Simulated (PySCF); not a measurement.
C6H7, SMILES C1C=[C]C=CC1 (connectivity only; charge and spin as stated), charge +1, multiplicity 1.

The structure is a stationary point at ωB97X-D3(BJ)/def2-SVP. The multiplicity is an assumed one; no other spin state was optimised. The isomer is the one that the SMILES or the coordinates give; other isomers of the formula were not compared. Other conformers were not sampled.

Level of theory: PBE/def2-TZVP run with PySCF.

total energy: -232.22580 hartree
highest occupied level: -11.71 eV
lowest empty level: -9.71 eV
orbital gap: 2.00 eV
dipole moment about the centre of nuclear charge: 0.26 D
mean static polarisability: 62.1 bohr³ (9.20 Å³)
polarisability, principal values: 42.3, 68.5, 75.5 bohr³
